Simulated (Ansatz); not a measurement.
Total energies of Br2Cl2Ge, SMILES `[Cl][Ge]([Cl])([Br])[Br]`.

```xyz
5

Cl    0.0542   -1.3913    1.6198
Ge   -0.0042   -0.0239   -0.0015
Cl   -0.4858   -1.0909   -1.7709
Br   -1.5972    1.5495    0.3916
Br    2.0329    0.9565   -0.2390
```

The species carries charge 0 and has multiplicity 1. Correlated methods include outer-core shells of Br, Ge, which these sets cover unevenly. Scalar relativity is left out up to krypton. The structure was optimised at the PBE0-D4/def2-TZVP level. Basis def2-TZVPP, Ansatz.

RPA on PBE orbitals: Hartree–Fock energy of these orbitals -8139.32780 Eh, correlation -1.76375 Eh (frozen core).

```csv
functional,energy without D4 (Eh),D4 term (kJ/mol)
r2SCAN0,-8145.80153,-7.5
HSE06 (plane-wave form),-8144.76262,-22.7
```

Question: Give the same for LDA (SPW92), PBE, revPBE, BLYP, r2SCAN, B97M-V, PBE0, B3LYP, r2SCANh, BHLYP, CAM-B3LYP, LC-ωPBE, ωB97X-V, ωB97M-V, B2PLYP, PBE-QIDH. (An estimate is asked.)

Answer: The calculation gave: 
```tsv
functional	energy without D4 (Eh)	D4 term (kJ/mol)
LDA (SPW92)	-8132.69248	–
PBE	-8144.46185	-27.1
revPBE	-8145.14493	-58.4
BLYP	-8146.01786	-56.7
r2SCAN	-8145.82921	-5.8
B97M-V	-8144.37345	–
PBE0	-8144.76768	-23.6
B3LYP	-8146.04455	-45.2
r2SCANh	-8145.81734	-6.6
BHLYP	-8145.88517	-43.4
CAM-B3LYP	-8146.31789	-25.2
LC-ωPBE	-8144.68156	–
ωB97X-V	-8145.12548	–
ωB97M-V	-8145.48456	–
B2PLYP	-8144.53213	–
PBE-QIDH	-8143.66028	–
```

B3LYP takes the VWN-RPA correlation (the form of Gaussian; ORCA's B3LYP/G). HSE06 is the plane-wave form, built on full-range PBE exchange. The double hybrids freeze the cores in their second-order part.

LC-ωPBE has ω = 0.4 bohr⁻¹.
